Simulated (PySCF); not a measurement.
## Unknown compound

The spectra below were simulated for a compound C$_{6}$H$_{5}$BO$_{2}$.

1H NMR (500 MHz, computed): δ 7.52 (m, 2H), 7.41 (m, 2H), 5.02 (br, 1H).

13C{1H} NMR (computed): δ 156.4 (C, 2C), 129.2 (CH, 2C), 118.6 (CH, 2C).

PySCF calculation with geometry from PBE0-D3(BJ)/def2-TZVP and GIAO B97-2/pcSseg-2 shieldings; relativity neglected, one computed conformer, one averaged value for each set of equivalent atoms, no solvent model.

References, each an isolated molecule treated in the same way: 1H (σ = 31.64 ppm), 13C (σ = 185.38 ppm) against TMS.

Question: Deduce the structure.

Answer: 
1. 3 carbon signals for 6 carbons: some carbons are equivalent by symmetry or fast rotation.
2. Carbon types of the structure: 2 × C, 4 × CH, leaving 1 H on heteroatoms.
3. δC 156.4: aromatic carbon bearing oxygen; an ipso carbon deshielded by its heteroatom.
4. δC 129.2, 118.6: aromatic CH.
5. δH 7.52, 7.41: hydrogen on an aromatic CH; the ring current deshields protons in the ring plane.
6. δH 5.02: hydrogen on a boron bonded to 2 O, in a 5-membered ring.

Structure: SMILES B1Oc2ccccc2O1.

This is the structure that produced the data.

Hydrogens on boron are broadened and split by 11B (spin 3/2, 80 %) and 10B (spin 3). Shifts are as computed. Against solution values, carbons near 30 ppm lie about +3 ppm off and those near 130 ppm about +7 ppm. Of 1309 compounds with measured shifts, 239 miss one by over three times the rms of a fit or turn the order of signals round; such compounds aren't used in these exercises. No couplings were computed; multiplicities are counted from neighbouring protons, with m where these are inequivalent, close in shift, in a saturated or five-membered ring or joined by F or P, and br s for small geminal =CH2 splittings.
